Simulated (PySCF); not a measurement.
**Au(74+): ionisation energy**

Au(74+) [He] 2s2 2p1 (2P) → Au(75+) [He] 2s2 (1S), as a difference of total energies. Computed with PySCF 2.14 in an uncontracted even-tempered set (18 s from 54 bohr⁻², ratio 2.2; 13 p from 70 bohr⁻², ratio 2.2; 5 d from 260 bohr⁻², ratio 2.4; 5 f from 390 bohr⁻², ratio 2.4; 4 g from 580 bohr⁻², ratio 2.4), with the spin-free X2C one-electron Hamiltonian (Gaussian nucleus). Correlated levels: nothing frozen; virtual orbitals above 40 to 60 times the deepest correlated orbital energy dropped. The calculations carry no spin-orbit coupling.

| method | ionisation energy (eV) |
| --- | --- |
| UHF | 20556.4 |
| LDA | 20544.4 |
| PBE | 20558.4 |
| PBE0 | 20558.1 |
| r2SCAN | 20562.5 |
| BP86 | 20561.5 |
| B97-3 | 20556.9 |
| MP2 (all electrons) | 20556.4 |
| SCS-MP2 (all electrons) | 20556.1 |

A first-order spin-orbit estimate (lowest level to lowest level, LS coupling) adds 1208.4 eV.

For this ion Breit and QED terms and the two-electron picture change, all absent here, outweigh the differences among the correlated methods.

First order in ζ underestimates the shift of j = l − 1/2 levels at high Z.

For comparison: 21920 ± 90 eV (theoretical estimate listed by NIST; NIST Atomic Spectra Database, ionization energies).
